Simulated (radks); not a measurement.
Task: All-electron atom: K V in [He] 2s2 2p5.75 3s2 3p3.25 (fractional occupations, a model configuration). Calculated with a radial shooting solver on a logarithmic mesh with Libxc functionals: scalar-relativistic Kohn-Sham, SCAN, spin-polarised, spherical densities, finite nucleus; open shells are filled with parallel spins first; meta-GGA in the generalised Kohn-Sham scheme; Fermi nuclear charge, rms radius 3.4349 fm. Some entries of the table are withheld. Estimate them.

orbital,occ.,eigenvalue (Ry),<1/r> (bohr^-1),r(max) (bohr)
1s up,1,-265.8887,18.71,0.05304
1s down,1,-265.7328,18.72,0.05302
2s up,1,-31.65466,3.848,0.3160
2s down,1,-31.50662,3.839,0.3166
2p up,3,-26.20483,3.739,0.2608
2p down,2.75,-25.98594,3.731,0.2617
3s up,1,-6.95556,1.206,1.026
3s down,1,-6.48201,1.190,1.027
3p up,3,(1),1.112,(2)
3p down,0.25,(3),1.097,(4)

Result: 
(1) 3p up eigenvalue (Ry): -5.54214
(2) 3p up r(max) (bohr): 1.065
(3) 3p down eigenvalue (Ry): -5.08658
(4) 3p down r(max) (bohr): 1.069
